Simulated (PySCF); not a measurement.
Cl2Sr, charge +1, doublet, at a GFN2-xTB geometry (such geometries of metal compounds can be far from the true shape) (a state made from the parent by changing its charge; the spin is typed, not shown lowest) (core potentials on Sr), atoms displaced at random by about 0.08 Å a coordinate; HF/def2-SVP, gradient by finite differences in PySCF.

Input for PySCF:
```python
from pyscf import gto, scf

mol = gto.Mole()
mol.atom = '''
    Sr    0.400505   -0.875642    0.318056
    Cl    0.501320    1.022440   -1.399476
    Cl   -1.580861    0.670730    0.550342
'''
mol.basis = 'def2-svp'
mol.ecp = {'Sr': 'def2-svp'}
mol.charge = 1
mol.spin = 1
mol.verbose = 4
mol.build()

mf = scf.UHF(mol)
mf.conv_tol = 1e-11
mf.kernel()
scan, done = mf.as_scanner(), []
scan.scf_summary = {}
def energy(d):
    c = mol.atom_coords()
    c[2, 2] += d
    e = scan(mol.set_geom_(c, unit='Bohr', inplace=False))
    done.append(scan.converged)
    return e
h = 0.01
fd = (energy(h) - energy(-h)) / (2 * h)
print('dE/dx =', fd)
```

Task: Predict the main parts of the log of this PySCF run.

Result: 
```
PySCF version 2.14.0

[INPUT] verbose = 4
[INPUT] num. atoms = 3
[INPUT] num. electrons = 43
[INPUT] charge = 1
[INPUT] spin (= nelec alpha-beta = 2S) = 1
[INPUT] symmetry False subgroup None
[INPUT] Mole.unit = angstrom
[INPUT] Symbol           X                Y                Z      unit          X                Y                Z       unit  Magmom
[...]
nuclear repulsion = 123.965459280638
number of shells = 25
number of NR pGTOs = 121
number of NR cGTOs = 59
basis = def2-svp
ecp = {'Sr': 'def2-svp'}

******** <class 'pyscf.scf.uhf.UHF'> ********
method = UHF
initial guess = minao
damping factor = 0
level_shift factor = 0
DIIS = <class 'pyscf.scf.diis.CDIIS'>
diis_start_cycle = 1
diis_space = 8
diis_damp = 0
SCF conv_tol = 1e-11
SCF conv_tol_grad = None
SCF max_cycles = 50
direct_scf = True
direct_scf_tol = 1e-13
number electrons alpha = 22  beta = 21
Set gradient conv threshold to 3.16228e-06
init E= -937.632090500574

cycle= 1 E= -948.136271165502  delta_E= -10.5  |g|= 0.935  |ddm|= 2.24
cycle= 2 E= -948.696148723281  delta_E= -0.56  |g|= 0.485  |ddm|= 2.18
cycle= 3 E= -948.873093447451  delta_E= -0.177  |g|= 0.125  |ddm|= 0.92
cycle= 4 E= -948.888675268394  delta_E= -0.0156  |g|= 0.0517  |ddm|= 0.216
cycle= 5 E= -948.895189212941  delta_E= -0.00651  |g|= 0.0378  |ddm|= 0.108
cycle= 6 E= -948.901834700648  delta_E= -0.00665  |g|= 0.0349  |ddm|= 0.122
cycle= 7 E= -948.911838866586  delta_E= -0.01  |g|= 0.0251  |ddm|= 0.22
cycle= 8 E= -948.916906391889  delta_E= -0.00507  |g|= 0.0173  |ddm|= 0.166
cycle= 9 E= -948.919312455117  delta_E= -0.00241  |g|= 0.0101  |ddm|= 0.178
cycle= 10 E= -948.91944955455  delta_E= -0.000137  |g|= 0.00841  |ddm|= 0.0352
cycle= 11 E= -948.919648805436  delta_E= -0.000199  |g|= 0.00508  |ddm|= 0.0375
cycle= 12 E= -948.919719773761  delta_E= -7.1e-05  |g|= 0.00581  |ddm|= 0.0197
cycle= 13 E= -948.919795098284  delta_E= -7.53e-05  |g|= 0.00575  |ddm|= 0.0228
cycle= 14 E= -948.919903449163  delta_E= -0.000108  |g|= 0.00397  |ddm|= 0.0365
cycle= 15 E= -948.920005281867  delta_E= -0.000102  |g|= 0.00128  |ddm|= 0.0535
cycle= 16 E= -948.920027857783  delta_E= -2.26e-05  |g|= 0.000637  |ddm|= 0.0232
cycle= 17 E= -948.920035199298  delta_E= -7.34e-06  |g|= 0.000282  |ddm|= 0.0147
cycle= 18 E= -948.92003609966  delta_E= -9e-07  |g|= 0.000104  |ddm|= 0.00624
cycle= 19 E= -948.92003615998  delta_E= -6.03e-08  |g|= 4.62e-05  |ddm|= 0.000872
cycle= 20 E= -948.920036167427  delta_E= -7.45e-09  |g|= 1.21e-05  |ddm|= 0.000348
[...]
converged SCF energy = -948.920036168018  <S^2> = 0.77190634  2S+1 = 2.0217877
converged SCF energy = -948.919990152685  <S^2> = 0.77193502  2S+1 = 2.021816
[...]

WARN: Mole.unit (angstrom) is changed to Bohr

New geometry
   1 Sr     0.400505000000  -0.875642000000   0.318056000000 AA    0.756844761519  -1.654723563166   0.601038732275 Bohr
   2 Cl     0.501320000000   1.022440000000  -1.399476000000 AA    0.947357500767   1.932131578800  -2.644626357902 Bohr
   3 Cl    -1.580861000000   0.670730000000   0.545050227891 AA   -2.987394331006   1.267496003530   1.029995654845 Bohr

******** <class 'pyscf.scf.hf.UHF_Scanner'> ********
method = UHF_Scanner
initial guess = minao
damping factor = 0
level_shift factor = 0
DIIS = <class 'pyscf.scf.diis.CDIIS'>
diis_start_cycle = 1
diis_space = 8
diis_damp = 0
SCF conv_tol = 1e-11
SCF conv_tol_grad = None
SCF max_cycles = 50
direct_scf = True
direct_scf_tol = 1e-13
number electrons alpha = 22  beta = 21
Set gradient conv threshold to 3.16228e-06
init E= -948.920324937237
cycle= 1 E= -948.920080797576  delta_E= 0.000244  |g|= 0.00061  |ddm|= 0.00489
cycle= 2 E= -948.920081370055  delta_E= -5.72e-07  |g|= 0.000271  |ddm|= 0.00128
cycle= 3 E= -948.920081537383  delta_E= -1.67e-07  |g|= 0.000175  |ddm|= 0.000548
cycle= 4 E= -948.920081668023  delta_E= -1.31e-07  |g|= 0.000118  |ddm|= 0.000618
cycle= 5 E= -948.920081780165  delta_E= -1.12e-07  |g|= 8.47e-05  |ddm|= 0.000774
cycle= 6 E= -948.920081834435  delta_E= -5.43e-08  |g|= 5.7e-05  |ddm|= 0.000602
cycle= 7 E= -948.920081867049  delta_E= -3.26e-08  |g|= 4.95e-05  |ddm|= 0.000465
cycle= 8 E= -948.920081888779  delta_E= -2.17e-08  |g|= 3.9e-05  |ddm|= 0.000376
cycle= 9 E= -948.920081917488  delta_E= -2.87e-08  |g|= 2.35e-05  |ddm|= 0.000727
cycle= 10 E= -948.920081926605  delta_E= -9.12e-09  |g|= 1.4e-05  |ddm|= 0.000465
cycle= 11 E= -948.920081928667  delta_E= -2.06e-09  |g|= 1.07e-05  |ddm|= 0.00016
cycle= 12 E= -948.920081930249  delta_E= -1.58e-09  |g|= 6.79e-06  |ddm|= 0.000151
cycle= 13 E= -948.92008193103  delta_E= -7.81e-10  |g|= 3.38e-06  |ddm|= 0.000123
cycle= 14 E= -948.920081931204  delta_E= -1.74e-10  |g|= 1.81e-06  |ddm|= 7.73e-05
cycle= 15 E= -948.92008193122  delta_E= -1.59e-11  |g|= 1.26e-06  |ddm|= 1.51e-05
cycle= 16 E= -948.920081931239  delta_E= -1.91e-11  |g|= 7.61e-07  |ddm|= 2.67e-05
cycle= 17 E= -948.920081931245  delta_E= -5.91e-12  |g|= 3.35e-07  |ddm|= 1.05e-05
Extra cycle  E= -948.920081931243  delta_E= 1.59e-12  |g|= 2.66e-07  |ddm|= 7.33e-07
converged SCF energy = -948.920081931243  <S^2> = 0.77187588  2S+1 = 2.0217575
dE/dx = 0.0045889279192579124
```
